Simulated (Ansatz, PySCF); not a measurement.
Complex: N2 (SMILES N#N) (first 2 atoms) with PH3 (SMILES P); geometry from B3LYP-D3(BJ)/def2-TZVP, rigid monomers moved along the line of their centres of mass till N2···H6 is 3.76 Å.
(charge 0, multiplicity 1):
| atom | x (Å) | y (Å) | z (Å) |
|---|---|---|---|
| N | 0.6469 | -0.2110 | -0.5113 |
| N | -0.3349 | 0.2639 | -0.4876 |
| P | 0.0091 | 0.1175 | 4.0373 |
| H | 1.1042 | 0.6423 | 3.3040 |
| H | 0.0007 | -1.1011 | 3.3111 |
| H | -0.9545 | 0.7239 | 3.1911 |

Monomers are frozen at their geometry in the pair; levels with a basis set take the counterpoise correction.

Cores are frozen in the correlated methods. CBS: X⁻³ extrapolation of the correlation energy, Hartree–Fock from the larger set.

Codes used: Ansatz (Gaussian orbitals); PySCF for the dispersion terms. Values without a source in brackets are computed.

PBE/def2-TZVPPD gives -0.16 kcal/mol for the interaction energy.

Problem. Where do these levels fall relative to PBE: PBE-D3(BJ)/def2-TZVPPD, r2SCAN/def2-TZVPPD, B3LYP/def2-TZVPPD, wB97M-V/def2-TZVPPD, MP2/CBS(aug-cc-pV(D+d)Z, aug-cc-pV(T+d)Z), CCSD(T)/CBS(aug-cc-pV(D+d)Z, aug-cc-pV(T+d)Z).

Solution. PBE-D3(BJ)/def2-TZVPPD -0.35; r2SCAN/def2-TZVPPD -0.03; B3LYP/def2-TZVPPD 0.33; wB97M-V/def2-TZVPPD -0.17; MP2/CBS(aug-cc-pV(D+d)Z, aug-cc-pV(T+d)Z) -0.22; CCSD(T)/CBS(aug-cc-pV(D+d)Z, aug-cc-pV(T+d)Z) -0.18 kcal/mol. 1 of 6 lie above PBE; the widest gap is to PBE-D3(BJ)/def2-TZVPPD.

Ansatz is a first-principles code.
